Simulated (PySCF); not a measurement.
## Vibration and rotation of BiS⁻

UHF-CCSD(T) constants of BiS⁻, ³Σ⁻ (triplet), unpaired electrons π ↑↑ (Bi def2-SVPD with ECP60, S def2-SVPD; scalar-relativistic core potentials (PySCF 2.14); masses 208.9804 and 31.9721 u):

| Item | Value |
| --- | --- |
| ωe | 347.7 cm⁻¹ |
| ωexe | 0.919 cm⁻¹ |
| Be | 0.098723 cm⁻¹ |
| αe | 0.000358 cm⁻¹ |

What force constant and bond length do these constants imply?

Reduced mass μred = 27.730 u; k = 5.8918×10⁻⁷·μred·ωe² (u, cm⁻¹, mdyn/Å) = 1.98 mdyn/Å; Re = √(16.8576/(μred·Be)) (u, cm⁻¹, Å) = 2.482 Å.

Estimate the centrifugal constant D from the Kratzer relation and find the Dunham coefficient a1.

D = 4Be³/ωe² = 3.18e-08 cm⁻¹; a1 = −1 − αeωe/(6Be²) = -3.13.

Correlated steps freeze 9 core orbitals. Spin–orbit coupling is left out, which matters for elements this heavy, above all for dissociation energies. The state is the lowest determinant that a PBE0 search found; another state may lie lower at other levels.
